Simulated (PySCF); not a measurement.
**Spin-rotation constants: `InChI=1S/C10H14/c1-8-4-3-5-10(6-8)7-9(10)2/h3-4,6,9H,5,7H2,1-2H3/t9-,10-/m0/s1`**

Molfile (atoms numbered from 1):
```
C10H14
     RDKit          3D

 24 25  0  0  0  0  0  0  0  0999 V2000
    3.0383   -0.5405   -1.3481 C   0  0  0  0  0  0  0  0  0  0  0  0
    1.8563   -0.3185   -0.4559 C   0  0  0  0  0  0  0  0  0  0  0  0
    0.6526    0.0359   -0.9161 C   0  0  0  0  0  0  0  0  0  0  0  0
   -0.5036    0.2872   -0.0327 C   0  0  1  0  0  0  0  0  0  0  0  0
   -0.3936   -0.3130    1.3603 C   0  0  0  0  0  0  0  0  0  0  0  0
    1.0240   -0.4643    1.8199 C   0  0  0  0  0  0  0  0  0  0  0  0
    2.0503   -0.4870    0.9749 C   0  0  0  0  0  0  0  0  0  0  0  0
   -1.1952    1.6258   -0.2063 C   0  0  0  0  0  0  0  0  0  0  0  0
   -1.8665    0.3756   -0.6821 C   0  0  2  0  0  0  0  0  0  0  0  0
   -3.1020   -0.1486    0.0047 C   0  0  0  0  0  0  0  0  0  0  0  0
    3.8498    0.1336   -1.0745 H   0  0  0  0  0  0  0  0  0  0  0  0
    3.4048   -1.5615   -1.2415 H   0  0  0  0  0  0  0  0  0  0  0  0
    2.7786   -0.3700   -2.3901 H   0  0  0  0  0  0  0  0  0  0  0  0
    0.4958    0.2076   -1.9724 H   0  0  0  0  0  0  0  0  0  0  0  0
   -0.9407    0.3001    2.0805 H   0  0  0  0  0  0  0  0  0  0  0  0
   -0.8602   -1.3081    1.3706 H   0  0  0  0  0  0  0  0  0  0  0  0
    1.1695   -0.5999    2.8824 H   0  0  0  0  0  0  0  0  0  0  0  0
    3.0612   -0.6307    1.3283 H   0  0  0  0  0  0  0  0  0  0  0  0
   -1.5843    2.1028    0.6812 H   0  0  0  0  0  0  0  0  0  0  0  0
   -0.8014    2.3172   -0.9364 H   0  0  0  0  0  0  0  0  0  0  0  0
   -1.8849    0.2214   -1.7560 H   0  0  0  0  0  0  0  0  0  0  0  0
   -3.1527   -1.2340   -0.0734 H   0  0  0  0  0  0  0  0  0  0  0  0
   -3.1159    0.1225    1.0566 H   0  0  0  0  0  0  0  0  0  0  0  0
   -3.9920    0.2661   -0.4662 H   0  0  0  0  0  0  0  0  0  0  0  0
  1  2  1  0
  2  3  2  0
  3  4  1  0
  4  5  1  1
  5  6  1  0
  6  7  2  0
  4  8  1  0
  8  9  1  0
  9 10  1  0
  7  2  1  0
  9  4  1  0
  1 11  1  0
  1 12  1  0
  1 13  1  0
  3 14  1  0
  5 15  1  0
  5 16  1  0
  6 17  1  0
  7 18  1  0
  8 19  1  0
  8 20  1  0
  9 21  1  6
 10 22  1  0
 10 23  1  0
 10 24  1  0
M  END
```

Computed, not measured: GIAO BHandHLYP/pcSseg-1 magnetisability, rotational g tensor and spin-rotation constants, non-relativistic, gas phase in PySCF 2.14.0. Geometry: GFN2-xTB.

Give the nuclear spin-rotation constants along the inertial axes (H = +C I·J) beside the isotropic shieldings.

Rotational constants 2.5885, 0.9270, 0.7706 GHz. A star marks the isotopologue with that one atom substituted, in its own axes.
```tsv
atom	isotope	Caa (kHz)	Cbb (kHz)	Ccc (kHz)	mean (kHz)	σ (ppm)
H11	1H	-0.135	-0.098	-0.023	-0.085	30.1
H12	1H	-0.184	-0.088	-0.015	-0.096	30.0
H13	1H	-0.268	0.029	-0.090	-0.110	30.2
H14	1H	-0.273	0.087	-0.095	-0.094	27.1
H15	1H	-0.118	-0.074	-0.050	-0.081	30.2
H16	1H	-0.234	-0.093	0.016	-0.104	29.1
H17	1H	-0.268	0.089	-0.085	-0.088	26.1
H18	1H	0.178	-0.061	-0.090	0.009	26.0
H19	1H	-0.235	-0.058	-0.055	-0.116	32.0
H20	1H	-0.267	-0.039	-0.051	-0.119	31.4
H21	1H	-0.272	-0.007	-0.075	-0.118	31.3
H22	1H	-0.277	-0.098	0.016	-0.120	30.4
H23	1H	-0.290	-0.013	-0.069	-0.124	31.7
H24	1H	-0.022	-0.069	-0.083	-0.058	30.3
C1	13C*	0.365	0.133	0.129	0.209	162.5
C2	13C*	0.969	0.438	0.099	0.502	48.8
C3	13C*	0.801	0.447	0.148	0.465	47.6
C4	13C*	0.451	0.110	0.104	0.222	168.5
C5	13C*	0.446	0.157	0.115	0.239	154.5
C6	13C*	0.938	0.412	0.109	0.486	53.8
C7	13C*	1.058	0.372	0.114	0.515	52.2
C8	13C*	0.344	0.104	0.175	0.208	158.5
C9	13C*	0.379	0.095	0.151	0.208	164.4
C10	13C*	0.368	0.127	0.107	0.200	170.2
```
For the geometry as given, no vibrational averaging.
